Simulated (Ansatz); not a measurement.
Reaction (substitution at a C–O bond): `SCOBCl` + `FCS` → `FCSCS` + `OBCl`

Gas-phase electronic energies from Ansatz, PBE0-D4/def2-TZVP geometries. CCSD(T)/CBS is the MP2 limit (def2-TZVPP, def2-QZVPP) plus CCSD(T) − MP2 in def2-TZVPP, frozen cores. This one scheme is used for every species. DFT in def2-TZVPP. B3LYP here is the variant with VWN-RPA as its local correlation; programs differ in this. Each species was taken in one conformer, which may not be the lowest.

**Question.** Is it downhill or uphill in electronic energy at CCSD(T)/CBS, and by how much? (Estimate.)

**Answer.** Ansatz gave: Downhill: ΔE = -52.0 kJ/mol.

**Question.** What do these levels give: PBE-D4, PBE0-D4, B3LYP-D4, ωB97X-V, ωB97M-V, r2SCAN, PBE0, MP2/def2-TZVPP, SCS-MP2/def2-TZVPP, HF/def2-QZVPP, SCS-MP2/def2-QZVPP, CCSD/CBS(def2)? (Estimate.)

**Answer.** Ansatz gave: PBE-D4 -51.7, PBE0-D4 -51.2, B3LYP-D4 -45.8, ωB97X-V -45.3, ωB97M-V -48.3, r2SCAN -49.1, PBE0 -48.7, MP2/def2-TZVPP -54.9, SCS-MP2/def2-TZVPP -48.0, HF/def2-QZVPP -32.6, SCS-MP2/def2-QZVPP -51.5, CCSD/CBS(def2) -49.6 kJ/mol.

Largest T1 diagnostic among the species: 0.013.

In def2-TZVPP, CCSD(T) changes the Hartree–Fock value by −12.8 kJ/mol (the triples alone add −2.4 kJ/mol) and MP2 by −21.9 kJ/mol. The D4 term adds −5.2 kJ/mol with B3LYP and −2.5 kJ/mol with PBE0; it sums over pairs of atoms, weighted by their polarisabilities, and B3LYP, whose exchange is more repulsive, gets the larger term.
